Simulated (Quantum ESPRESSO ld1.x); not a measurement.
Question: The mean radii <r> (bohr) of the occupied orbitals of an atom or ion are listed with their occupations. All-electron calculation, Dirac Kohn-Sham, revPBE, spin-unpolarised, spherical densities, point nucleus. Program: ld1.x of Quantum ESPRESSO 7.5.

| orbital | occ. | <r> |
|---|---|---|
| 1s1/2 | 2 | 0.02037 |
| 2s1/2 | 2 | 0.08588 |
| 2p1/2 | 2 | 0.07147 |
| 2p3/2 | 4 | 0.07875 |
| 3s1/2 | 2 | 0.2248 |
| 3p1/2 | 2 | 0.2146 |
| 3p3/2 | 4 | 0.2283 |
| 3d3/2 | 4 | 0.2012 |
| 3d5/2 | 6 | 0.2055 |
| 4s1/2 | 2 | 0.5080 |
| 4p1/2 | 2 | 0.5172 |
| 4p3/2 | 4 | 0.5486 |
| 4d3/2 | 4 | 0.5774 |
| 4d5/2 | 6 | 0.5886 |
| 5s1/2 | 2 | 1.254 |
| 5p1/2 | 2 | 1.417 |
| 5p3/2 | 4 | 1.527 |
| 4f5/2 | 5.14286 | 0.8155 |
| 4f7/2 | 6.85714 | 0.8369 |
| 6s1/2 | 1 | 3.653 |

Name the element and its charge. Open shells, if any, are shared by 2j + 1.

Answer: Z = 68, erbium, charge +1: Er+ in [Xe] 4f12 6s1. The 1s radius gives Z: for a bare nucleus <r> = (2 gamma + 1)/(2Z) with gamma = sqrt(1 - (Z/c)^2), 0.02012 bohr for Z = 68, and screening makes it slightly larger (0.02037 here). The occupations add up to 67, and the charge is Z minus that.
